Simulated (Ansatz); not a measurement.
One change: `FCCBS` becomes `CCF`.

Ansatz, PBE0-D4/def2-TZVP geometries, multiplicity 1. Each molecule was computed in one conformer, which needn't be the lowest.

```json
{"property": "LUMO energy (PBE0/def2-TZVPP) / eV", "`FCCBS`": "-0.93"}
{"property": "LUMO energy (PBE/def2-TZVPP) / eV", "`FCCBS`": "-1.90"}
{"property": "HOMO energy (ωB97M-V/def2-TZVPP) / eV", "`FCCBS`": "-10.44"}
{"property": "LUMO energy (ωB97M-V/def2-TZVPP) / eV", "`FCCBS`": "1.08"}
{"property": "size of the dipole moment (PBE/def2-TZVPP) / D", "`FCCBS`": "2.23"}
{"property": "HOMO–LUMO gap (PBE0/def2-TZVPP) / eV", "`FCCBS`": "7.31"}
```

(1) Give the same properties after the change, and the shifts. (An estimate is asked.)

Answers

(1) Computed: 
```tsv
property	`CCF`	shift
LUMO energy (PBE0/def2-TZVPP) / eV	1.44	2.37
LUMO energy (PBE/def2-TZVPP) / eV	0.65	2.55
HOMO energy (ωB97M-V/def2-TZVPP) / eV	-11.77	-1.33
LUMO energy (ωB97M-V/def2-TZVPP) / eV	2.85	1.77
size of the dipole moment (PBE/def2-TZVPP) / D	1.75	-0.48
HOMO–LUMO gap (PBE0/def2-TZVPP) / eV	10.79	3.48
```

With PBE0 the HOMO falls by 1.11 eV and the LUMO rises by 2.37 eV, so the gap widens by about 3.48 eV. PBE moves the HOMO by -0.55 eV and ωB97M-V by -1.33 eV. Dipoles are sizes alone; their direction can turn.
